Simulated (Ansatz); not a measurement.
`[Se]=CBr` + H₂O → `OC=[Se]` + HBr at 700 K and 1 bar (formal hydrolysis of a C–Br bond).

Program: Ansatz. Geometries: PBE0-D4/def2-TZVP. ΔE: electronic, gas phase. CCSD(T)/CBS is the MP2 limit (def2-TZVPP, def2-QZVPP) plus CCSD(T) − MP2 in def2-TZVPP, frozen cores. This one scheme is used for every species. For Br, Se outer-core shells are correlated without core-valence functions, which leaves a few kJ/mol of doubt a bond. Scalar relativity is left out up to krypton. Each species was taken in one conformer, which may not be the lowest.

| species | CCSD(T)/CBS energy (Eh) | H − E (kJ/mol) | S (J/(mol·K)) |
| --- | --- | --- | --- |
| `[Se]=CBr` | -5012.63728 | 77.9 | 344.5 |
| H₂O | -76.37941 | 80.5 | 218.4 |
| `OC=[Se]` | -2515.09992 | 118.7 | 327.2 |
| HBr | -2573.91920 | 36.5 | 223.7 |

H − E and S are ideal-gas, rigid-rotor, harmonic terms from PBE0-D4/def2-TZVP, for one conformer and one mirror image of each species. 1 Eh = 2625.50 kJ/mol, R = 8.31446 J/(mol·K).

Q: By hand: ΔE, ΔH, ΔS and ΔG.

A: ΔE = (-2515.09992) + (-2573.91920) − (-5012.63728) − (-76.37941) = -0.00243 Eh = -6.4 kJ/mol. Δ(H − E) = 118.7 + 36.5 − 77.9 − 80.5 = -3.2, so ΔH = -9.6 kJ/mol. ΔS = 327.2 + 223.7 − 344.5 − 218.4 = -12.0 J/(mol·K). ΔG = -9.6 − 700 × (-12.0)/1000 = -1.2 kJ/mol.

Q: By hand: the equilibrium constant, and the temperature at which ΔG would vanish if ΔH and ΔS stayed fixed.

A: log₁₀ K = −ΔG/(RT ln 10) = 0.1. ΔG = 0 at ΔH/ΔS = 800 K, though so small a ΔH makes that figure unsure.

TΔS isn't small against ΔH here. The sign of ΔG lies within the doubt. A doubt of 5 kJ/mol in ΔE shifts log₁₀ K by 0.4 here. Other conformers and mirror images would add mixing entropy, several J/(mol·K) or more a flexible species. These are equilibria of isolated gas molecules and say nothing of rates. Largest T1 diagnostic: 0.017 (customary marks: 0.02 for closed shells, 0.045 for open ones).
